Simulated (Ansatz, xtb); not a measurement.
Two conformers of Cl2FH3Si2

Structure I: `F[Si@H](Cl)[SiH2]Cl`, a singlet. Structure II: `F[Si@H](Cl)[SiH2]Cl`, a singlet. Both are isolated molecules in the gas phase, relaxed with B3LYP-D3(BJ)/def2-SVP.

I (Å):

```yaml
atoms:
  - { symbol: Cl, position_ang: [2.2190, -1.2092, 1.9302] }
  - { symbol: Cl, position_ang: [-1.1722, -0.8864, -2.1901] }
  - { symbol: F, position_ang: [2.1504, 0.6018, -0.4726] }
  - { symbol: Si, position_ang: [1.1185, -0.2152, 0.4810] }
  - { symbol: Si, position_ang: [0.0332, -1.8525, -0.7895] }
  - { symbol: H, position_ang: [0.2334, 0.7747, 1.1413] }
  - { symbol: H, position_ang: [1.0299, -2.7030, -1.4929] }
  - { symbol: H, position_ang: [-0.8208, -2.6956, 0.0901] }
```

II (Å):

```xyz
8

Cl   -1.3507    2.6888   -2.0424
Cl    2.0692    0.4081   -1.6189
F    -2.4021    1.1539    0.3230
Si   -0.9768    1.6088   -0.3185
Si    0.2349   -0.3010   -0.9243
H    -0.2980    2.4931    0.6596
H     0.4731   -1.2068    0.2323
H    -0.4566   -1.0398   -2.0136
```

Question: Estimate E(II) − E(I) at the level CCSD(T)/def2-SVP + ΔMP2/def2-TZVPP.

Answer: Too close to call at this level: CCSD(T)/def2-SVP + ΔMP2/def2-TZVPP gives E(II) − E(I) = +0.02 kcal/mol.

Level by level:

```
                             level               geometry  E(II) − E(I) (kcal/mol)  departure from the last row (kcal/mol)  job, with rough time for the two
             B3LYP-D3(BJ)/def2-SVP  B3LYP-D3(BJ)/def2-SVP                      0.00                                   −0.02                optimisation, 43 s
                       HF/def2-SVP  B3LYP-D3(BJ)/def2-SVP                     +0.12                                   +0.10           part of the CCSD(T) run
                      MP2/def2-SVP  B3LYP-D3(BJ)/def2-SVP                     −0.04                                   −0.06           part of the CCSD(T) run
                  CCSD(T)/def2-SVP  B3LYP-D3(BJ)/def2-SVP                     −0.02                                   −0.04                      single point
CCSD(T)/def2-SVP + ΔMP2/def2-TZVPP  B3LYP-D3(BJ)/def2-SVP                     +0.02                                                        single point, 25 s
```

The largest departure from CCSD(T)/def2-SVP + ΔMP2/def2-TZVPP is that of HF/def2-SVP, 0.10 kcal/mol. Levels run at GFN2-xTB geometries aren't shown. The last row adds to CCSD(T) the change of the MP2 difference between the two basis sets, here +0.04 kcal/mol.

With harmonic frequencies from B3LYP-D3(BJ)/def2-SVP (ideal gas, rigid rotor, one conformer each, 298.15 K, 1 atm): on the last row, ΔE + ΔZPE = +0.05 kcal/mol. A mode under 50 cm⁻¹ makes harmonic enthalpies and free energies unreliable, so none is given.

The correlated steps freeze 21 core orbitals. Run with Ansatz 0.2.0; the last row on 2 threads of AMD EPYC 7R43 64-Core Processor (Zen 3) on a shared host.
